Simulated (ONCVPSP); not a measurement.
# bromine: variants of one ONCV potential

Base potential:

ONCVPSP 4.0.1 input, shortened (lines: element, Z, core and valence counts, functional; n l f; lmax; l rc ep ncon nbas qcut; lloc lpopt rc5 dvloc0; l nproj debl; icmod fcfact rcfact), PBE, scalar-relativistic:

```
  Br 35.00    5    3        4      upf
    1    0    2.00
    2    0    2.00
    2    1    6.00
    3    0    2.00
    3    1    6.00
    3    2   10.00
    4    0    2.00
    4    1    5.00
    2
    0    1.40    0.00    4    7    4.90
    1    1.45    0.00    4    7    5.80
    2    0.80    0.00    4    9   17.50
    2    5    0.80    0.00
    0    2    2.80
    1    2    1.40
    2    0    2.90
    1    0.75    0.00
```

Cutoffs, loose and tight: the cutoffs (Ha) at which the residual kinetic energy of the hardest occupied pseudo-wave falls to 1 and 0.1 mHa per electron. They do not see the model core or the augmentation charge, which bear on the density cutoff. Test errors are all-electron minus pseudo excitation energies from the reference, over the configurations 3d10 4s2 4p4; 3d10 4s2 4p3; 3d10 4s2 4p2; 3d9 4s2 4p5. A dash means not determined; rows that change the core or the reference have their own tests.

A true bound ghost makes a file unfit for plane-wave use even where its test errors are small: the radial tests pick states by their node count and pass the ghost by.

```csv
change,outcome,"cutoff, loose","cutoff, tight",bound ghosts,GHOST(+) flags above zero,largest test error (meV)
base,generated,139 Ha,186 Ha,"s, p",s,-882
p: qcut 5.9,generated,139 Ha,186 Ha,"s, p",s,-882
"all radii but the core radius scaled by about 0.93 (s 1.30, p 1.36, d 0.74 bohr)",generated,151 Ha,511 Ha,"s, p","s, p",-873
s: debl 0.8,generated,139 Ha,186 Ha,"s, p",s,-873
```
